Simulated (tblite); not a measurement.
C₅H₁₀NPSi.
Structure used (GFN2-xTB), in Å, numbered top down from 1:
```
atom  x, y, z in Å
C1     0.2615   -0.1876   -3.1633
C2    -0.1523   -0.0834   -2.0392
Si3   -0.8159    0.0311   -0.2987
N4    -2.0112    1.2475   -0.0417
P5    -1.9000   -1.9038    0.1378
C6     0.6712    0.3849    0.8275
C7     0.5907    1.2266    1.8476
C8     1.9254   -0.3775    0.5284
H9     0.6272   -0.2730   -4.1466
H10   -2.9618    1.0536   -0.3110
H11   -1.7829    2.2106   -0.2236
H12   -1.3596   -2.0570    1.4028
H13   -0.9281   -2.7034   -0.4367
H14    1.4283    1.4163    2.5031
H15   -0.3165    1.7622    2.0684
H16    2.7317   -0.0969    1.2032
H17    2.2400   -0.1963   -0.4985
H18    1.7434   -1.4477    0.6287
```

Computed with GFN2-xTB (tblite): harmonic, unscaled wavenumbers at the GFN2-xTB geometry, gas phase. Errors from tens to a few hundred cm⁻¹ against measured bands are possible. Modes of hydrogen on phosphorus can be 10 to 20 % off. One conformer, not necessarily the lowest.

Harmonic wavenumbers (cm⁻¹): 27.9, 49.9, 78.6, 81.3, 96.7, 144.2, 158.0, 167.0, 217.7, 266.5, 271.1, 307.1, 353.0, 394.0, 463.9, 498.0, 605.5, 650.7, 673.0, 679.8, 683.3, 698.0, 722.8, 816.9, 901.4, 910.2, 963.2, 1012.8, 1041.3, 1148.2, 1213.2, 1398.7, 1418.2, 1479.4, 1488.3, 1507.6, 1686.7, 2199.1, 2295.0, 2381.4, 2993.6, 3016.0, 3022.9, 3064.3, 3119.4, 3349.9, 3476.1, 3514.9.

A = 1354, B = 1165, C = 947.2 MHz; mass 143.032 u (most abundant isotopes); point group C1, symmetry number 1.

What is the zero-point energy?

Half the sum of the wavenumbers: 28853 cm⁻¹ = 82.50 kcal/mol.

Give the ideal-gas entropy at 298.15 K and 1 bar in the rigid-rotor, harmonic-oscillator model (classical rotation).

Translation 40.81, rotation 29.75, vibration 43.32: S = 113.9 cal/(mol K).

And Cp and H(298.15 K) − H(0)?

Cp = 45.87 cal/(mol K), of which vibrations give 37.92 (their classical limit is 48 R = 95.4); H(298.15 K) − H(0) = 8.74 kcal/mol without the zero-point energy, 6.37 from vibrations.

What must be added to the electronic energy to get the Gibbs energy at 298.15 K and 1 bar?

ZPE + [H(298.15 K) − H(0)] − T·S = 82.50 + 8.74 − 33.95 = 57.29 kcal/mol.

Which modes carry the vibrational entropy at 298.15 K?

27.9 cm⁻¹: 5.97; 49.9 cm⁻¹: 4.82; 78.6 cm⁻¹: 3.93; 81.3 cm⁻¹: 3.86; 96.7 cm⁻¹: 3.52; 144.2 cm⁻¹: 2.75 cal/(mol K); the other 42 give 18.47 together.

Hindered rotation and anharmonicity are outside this model. Other conformers, if any are populated, would add a mixing term that is left out. The structure is chiral; the term R ln 2 for an equal mix with its mirror image is left out.
